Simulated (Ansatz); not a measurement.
Reactions of CH₈O₂Si₂, SMILES `C[SiH2][SiH](O)O`.

Computed with Ansatz on PBE0-D4/def2-TZVP structures; ΔE is electronic, products minus reactants. CCSD(T)/CBS is the MP2 limit (def2-TZVPP, def2-QZVPP) plus CCSD(T) − MP2 in def2-TZVPP, frozen cores. This one scheme is used for every species. Functionals use def2-TZVPP. No spin–orbit coupling; open shells (•) take unrestricted orbitals. For As outer-core shells are correlated without core-valence functions, which leaves a few kJ/mol of doubt a bond. Scalar relativity is left out up to krypton. One conformer a species, not always the lowest.

```
                                                             reaction  CCSD(T)/CBS(def2) (kJ/mol)
                         `C[SiH2][SiH](O)O` → `C[SiH2]`• + `O[SiH]O`•                           ?
         `C[SiH2][SiH](O)O` + `[AsH3]` → `C[SiH2][AsH2]` + `O[SiH2]O`                         -48
                               `C[SiH2][SiH](O)O` → `CO[SiH2]O[SiH3]`                         -22
            `C[SiH2][SiH](O)O` + `CNC` → `CN(C)[SiH](O)O` + `C[SiH3]`                         -91
`C[SiH2][SiH](O)O` + `C[SiH](O)O` → `C[SiH](O)O[SiH](O)O` + `C[SiH3]`                           ?
            `C[SiH2][SiH](O)O` + SiH₄ → `O[SiH](O)[SiH2][SiH3]` + CH₄                         -22
```

(1) Fill in the missing values. (Estimate.)

Largest T1 diagnostic: 0.015, for `O[SiH]O`•.

## Answers

(1) Computed: `C[SiH2][SiH](O)O` → `C[SiH2]`• + `O[SiH]O`•: +337.0 kJ/mol; `C[SiH2][SiH](O)O` + `C[SiH](O)O` → `C[SiH](O)O[SiH](O)O` + `C[SiH3]`: -162.2 kJ/mol.
